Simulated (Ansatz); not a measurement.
These are frozen-core CCSD(T)/def2-TZVPP // PBE-D3(BJ)/def2-SVP run with Ansatz (a first-principles code) values and carry that method's errors.

Ansatz 0.2 input:
```yaml
crystal:
  periodic: [false, false, false]
  atoms:
    - { symbol: Ta, position_ang: [-0.036864, 0.017824, 0.0445] }
    - { symbol: Cl, position_ang: [-1.423918, 0.690158, 1.722461] }
    - { symbol: F, position_ang: [-1.131367, -0.583627, -1.367841] }
    - { symbol: F, position_ang: [0.272461, 1.521055, -1.050499] }
    - { symbol: F, position_ang: [1.728836, 0.293937, 0.644876] }
    - { symbol: F, position_ang: [0.32482, -1.810662, 0.327756] }
basis:
  gaussian: { orbitals: def2-TZVPP }
correlation:
  method: ccsd_t
```

Output:

```
Functional definition: HF
1442 factors; integrals over basis functions are off by at most 9.2e-4 eV
mean field evaluation 1: about -24868.0954 eV, gradient 6.8e1 eV
mean field evaluation 2: about -24868.2721 eV, gradient 6.8e1 eV
mean field evaluation 4: about -24876.1541 eV, gradient 2.4e0 eV
mean field evaluation 8: about -24876.2150 eV, gradient 2.8e-1 eV
mean field evaluation 16: about -24868.0954 eV, gradient 6.8e1 eV
mean field -24876.21542220 eV, -914.1840550615 hartree, gradient 3.5e-6 eV, S^2 0.000000; 0 other end points of the search recorded, 0 dependent functions left out
9 core orbitals not correlated
reference -24876.21542220 eV, -914.1840550615 hartree; 24, 24 occupied and 189, 189 virtual orbitals, 1442 factors
second order -43.34906396 eV of doubles, -0.00000000 eV of singles
cycle   1  -41.67081846 eV  change     1.7e0 eV  update   2.1e-1
cycle   2  -42.82237994 eV  change    -1.2e0 eV  update   1.0e-1
cycle   3  -43.10484259 eV  change   -2.8e-1 eV  update   3.6e-2
cycle   4  -43.08449832 eV  change    2.0e-2 eV  update   1.2e-2
cycle   5  -43.06374012 eV  change    2.1e-2 eV  update   3.6e-3
cycle   6  -43.06477455 eV  change   -1.0e-3 eV  update   1.3e-3
cycle   7  -43.06555272 eV  change   -7.8e-4 eV  update   4.9e-4
cycle   8  -43.06516927 eV  change    3.8e-4 eV  update   1.7e-4
cycle   9  -43.06519176 eV  change   -2.2e-5 eV  update   6.2e-5
cycle  10  -43.06530576 eV  change   -1.1e-4 eV  update   2.2e-5
cycle  11  -43.06525148 eV  change    5.4e-5 eV  update   1.2e-5
perturbative correction -1.70367213 eV, -0.0626087960 hartree
Total energy: -24920.98434581 eV, -915.8292826585 hartree
```

Cost: roughly 3 core-minutes.
